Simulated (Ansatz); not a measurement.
Molecule: BiF$_{2}$, charge 1, multiplicity 1. SMILES of the parent species: [Bi]([F])[F]
Coordinates optimised at B3LYP-D3(BJ)/def2-TZVP (Ansatz, a first-principles code):
```xyz
3

Bi     0.0135    -0.0080     0.2330
F      0.6881     1.2722    -1.0757
F     -0.8122    -1.1988    -1.0735
```
Charge +1, spin multiplicity 1.

**Question.** Give the harmonic wavenumbers at B3LYP-D3(BJ)/def2-TZVP (Ansatz, finite differences of forces, unscaled).

**Answer.** 189, 645, 658 cm⁻¹. Zero-point energy 2.1 kcal/mol.

**Question.** From these and the geometry, give the ideal-gas thermochemistry at 298.15 K and 1 atm (rigid rotor, harmonic oscillator).

**Answer.** Point group C2v, rotational symmetry number 2. Rotational constants 9.151, 6.366, 3.754 GHz. S(trans) 42.41, S(rot) 23.42, S(vib) 2.98, S(elec, spin only) 0.00, S 68.8 cal/(mol K). H(298) - H(0) 2.90 kcal/mol; G - E(el) -15.5 kcal/mol.
